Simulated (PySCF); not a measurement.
Si(H)(Cl)2(OH) (Cl2H2OSi), SMILES Cl[SiH](Cl)O. Atoms are numbered in the order given.

```xyz
6

Si     0.4303     0.4012     0.0000
O     -0.2794     1.8796     0.0000
Cl    -0.1305    -0.6822     1.6547
Cl    -0.1305    -0.6822    -1.6547
H      1.8876     0.6109     0.0000
H     -1.2408     1.9293     0.0000
```

Geometry: PBE0-D3(BJ)/def2-SVP. One conformer was computed; it need not be the lowest.

Level of theory: ωB97X/def2-TZVPD in PySCF.

Symmetry labels are those of the subgroup Cs that the program uses (full group Cs).

Problem. List the valence orbital energies around the gap with their symmetry. (An estimate is asked for; the answer gives what the named calculation found.)

Solution. 
```csv
orbital,symmetry,energy (eV)
HOMO−7,A',-14.78
HOMO−6,A",-14.66
HOMO−5,A',-13.59
HOMO−4,A",-12.91
HOMO−3,A',-12.47
HOMO−2,A",-12.05
HOMO−1,A',-12.04
HOMO,A",-11.69
LUMO,A',1.36
LUMO+1,A',1.85
LUMO+2,A",2.00
LUMO+3,A',2.14
```
